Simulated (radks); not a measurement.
Results of a calculation; reference values are marked as such.
Initial-state core-level shifts of the manganese ion Mn2+ when its valence configuration changes from [Ar] 3d5. Level of theory: Dirac Kohn-Sham, PBEsol, spin-unpolarised, spherical densities, point nucleus; open shells fill j = l - 1/2 first (a radial shooting solver on a logarithmic mesh with Libxc functionals). Shifts are changes of the shell-averaged eigenvalues in eV (positive: less bound).

[
 {"valence": "3d4.5 4p0.5", "1s": "-4.087", "2s": "-4.528", "2p": "-4.485", "3p": "-3.862"},
 {"valence": "3d4.5 4s0.5", "1s": "-3.460", "2s": "-3.923", "2p": "-3.881", "3p": "-3.235"},
 {"valence": "3d3.5 4s1.5", "1s": "-11.294", "2s": "-12.832", "2p": "-12.700", "3p": "-10.288"},
 {"valence": "3d4 4p1", "1s": "-8.450", "2s": "-9.394", "2p": "-9.304", "3p": "-7.894"},
 {"valence": "3d2.5 4s0.5 4p2", "1s": "-22.560", "2s": "-25.368", "2p": "-25.122", "3p": "-20.226"},
 {"valence": "3d4 4s1", "1s": "-7.219", "2s": "-8.196", "2p": "-8.109", "3p": "-6.669"},
 {"valence": "3d3 4p2", "1s": "-17.986", "2s": "-20.116", "2p": "-19.922", "3p": "-16.371"},
 {"valence": "3d1 4p4", "1s": "-39.964", "2s": "-45.087", "2p": "-44.664", "3p": "-34.575"},
 {"valence": "3d2 4s1 4p2", "1s": "-27.399", "2s": "-30.929", "2p": "-30.631", "3p": "-24.210"}
]
